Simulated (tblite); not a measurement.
C5H9Cl2 (doublet state).
Atom-mapped SMILES: `[CH2:1][C@H:2]([CH3:3])[CH2:4][CH:5]([Cl:6])[Cl:7]` (hydrogens: H8, H9 on C1; H10 on C2; H11, H12, H13 on C3; H14, H15 on C4; H16 on C5)

Geometry (GFN2-xTB, Å), atoms numbered from 1 in this order:
```
atom  x, y, z in Å
C1    -0.6040    1.3355    0.7441
C2    -0.5291    0.2638   -0.2663
C3    -1.8520   -0.5342   -0.3120
C4     0.6273   -0.7036    0.0301
C5     1.9657    0.0050   -0.0391
Cl6    3.2670   -1.0401    0.5809
Cl7    2.3525    0.4706   -1.7121
H8    -1.0498    2.2796    0.5020
H9    -0.3810    1.1269    1.7729
H10   -0.3822    0.7052   -1.2581
H11   -1.8073   -1.2896   -1.0924
H12   -2.6826    0.1349   -0.5185
H13   -2.0280   -1.0224    0.6432
H14    0.6176   -1.5328   -0.6788
H15    0.5089   -1.1109    1.0363
H16    1.9694    0.9211    0.5564
```

Computed values, GFN2-xTB/tblite, gas phase, harmonic and unscaled. This tight-binding method is rough: wavenumbers can miss measured ones by several per cent, in bad cases by 10 to 20. One conformer, not necessarily the lowest. Open shells enter through the occupations alone, without spin polarisation, and single modes of such species can be off by tens of per cent.

Harmonic wavenumbers (cm⁻¹): 51.4, 79.8, 124.9, 143.3, 214.3, 223.4, 290.1, 307.0, 369.9, 404.1, 457.6, 532.9, 636.7, 717.3, 884.3, 898.0, 944.2, 982.3, 1036.7, 1066.4, 1099.8, 1146.4, 1159.6, 1184.0, 1229.2, 1265.1, 1306.2, 1330.6, 1389.0, 1405.5, 1459.5, 1488.2, 1494.3, 2927.4, 2930.0, 2979.4, 2995.7, 3033.0, 3041.9, 3050.8, 3133.1, 3179.4.

A = 2525, B = 1004, C = 850.5 MHz; mass 139.008 u (most abundant isotopes); point group C1, symmetry number 1; spin multiplicity 2.

Question: What is the zero-point energy?

Answer: ½Σν̃ = 27296 cm⁻¹ = 78.04 kcal/mol.

Question: Entropy at 400 K, 1 bar (ideal gas, RRHO, classical rotation)?

Answer: Translation 42.19, rotation 30.27, vibration 35.28, spin (R ln 2) 1.38: S = 109.1 cal/(mol K).

Question: And Cp and H(400 K) − H(0)?

Answer: Cp = 42.39 cal/(mol K), of which vibrations give 34.44 (their classical limit is 42 R = 83.5); H(400 K) − H(0) = 10.45 kcal/mol without the zero-point energy, 7.27 from vibrations.

Question: Which modes carry the vibrational entropy at 400 K?

Answer: 51.4 cm⁻¹: 5.34; 79.8 cm⁻¹: 4.47; 124.9 cm⁻¹: 3.59; 143.3 cm⁻¹: 3.33; 214.3 cm⁻¹: 2.55; 223.4 cm⁻¹: 2.47 cal/(mol K); the other 36 give 13.51 together.

Question: What must be added to the electronic energy to get the Gibbs energy at 400 K and 1 bar?

Answer: ZPE + [H(400 K) − H(0)] − T·S = 78.04 + 10.45 − 43.64 = 44.85 kcal/mol.

Question: How do the functions run with temperature in this model?

Answer: 
```json
{"T (K)": "100", "S (cal/(mol K))": "70.4", "Cp (cal/(mol K))": "18.1", "H − H(0) (kcal/mol)": "1.26", "G − H(0) (kcal/mol)": "-5.78", "ln q(vib)": "1.47"}
{"T (K)": "200", "S (cal/(mol K))": "85.7", "Cp (cal/(mol K))": "26.8", "H − H(0) (kcal/mol)": "3.52", "G − H(0) (kcal/mol)": "-13.62", "ln q(vib)": "3.89"}
{"T (K)": "300", "S (cal/(mol K))": "98.1", "Cp (cal/(mol K))": "34.7", "H − H(0) (kcal/mol)": "6.59", "G − H(0) (kcal/mol)": "-22.82", "ln q(vib)": "6.28"}
{"T (K)": "500", "S (cal/(mol K))": "119.3", "Cp (cal/(mol K))": "49.1", "H − H(0) (kcal/mol)": "15.03", "G − H(0) (kcal/mol)": "-44.62", "ln q(vib)": "10.86"}
{"T (K)": "800", "S (cal/(mol K))": "145.7", "Cp (cal/(mol K))": "63.0", "H − H(0) (kcal/mol)": "32.03", "G − H(0) (kcal/mol)": "-84.51", "ln q(vib)": "17.23"}
{"T (K)": "1000", "S (cal/(mol K))": "160.4", "Cp (cal/(mol K))": "69.1", "H − H(0) (kcal/mol)": "45.27", "G − H(0) (kcal/mol)": "-115.15", "ln q(vib)": "21.13"}
```

q(vib) and H(0) count from the zero-point level.

Hindered rotation and anharmonicity are outside this model. Other conformers, if any are populated, would add a mixing term that is left out. The structure is chiral; the term R ln 2 for an equal mix with its mirror image is left out.
